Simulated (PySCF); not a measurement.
Ge(H)(SH) (GeH₂S), SMILES [SH][GeH] (connectivity only; charge and spin as stated), neutral, multiplicity 1.

The structure is a stationary point at PBE0-D3(BJ)/def2-TZVP.

Method: PBE0-D3(BJ)/def2-TZVP in PySCF.

Frequencies are harmonic and unscaled.

```json
[
 {"mode": "1", "ν (cm⁻¹)": "408", "IR (km/mol)": "36.9", "Raman (Å⁴/amu)": "19.1", "depolarisation": "0.26", "moving atoms (share of kinetic energy)": "S 68 %, Ge 31 %"},
 {"mode": "2", "ν (cm⁻¹)": "590", "IR (km/mol)": "1.3", "Raman (Å⁴/amu)": "0.8", "depolarisation": "0.75", "moving atoms (share of kinetic energy)": "H 97 %"},
 {"mode": "3", "ν (cm⁻¹)": "591", "IR (km/mol)": "9.2", "Raman (Å⁴/amu)": "1.7", "depolarisation": "0.75", "moving atoms (share of kinetic energy)": "H 98 %"},
 {"mode": "4", "ν (cm⁻¹)": "856", "IR (km/mol)": "21.3", "Raman (Å⁴/amu)": "12.2", "depolarisation": "0.64", "moving atoms (share of kinetic energy)": "H 95 %"},
 {"mode": "5", "ν (cm⁻¹)": "1925", "IR (km/mol)": "285.7", "Raman (Å⁴/amu)": "200.6", "depolarisation": "0.34", "moving atoms (share of kinetic energy)": "H 99 %"},
 {"mode": "6", "ν (cm⁻¹)": "2696", "IR (km/mol)": "0.3", "Raman (Å⁴/amu)": "118.6", "depolarisation": "0.29", "moving atoms (share of kinetic energy)": "H 97 %"}
]
```
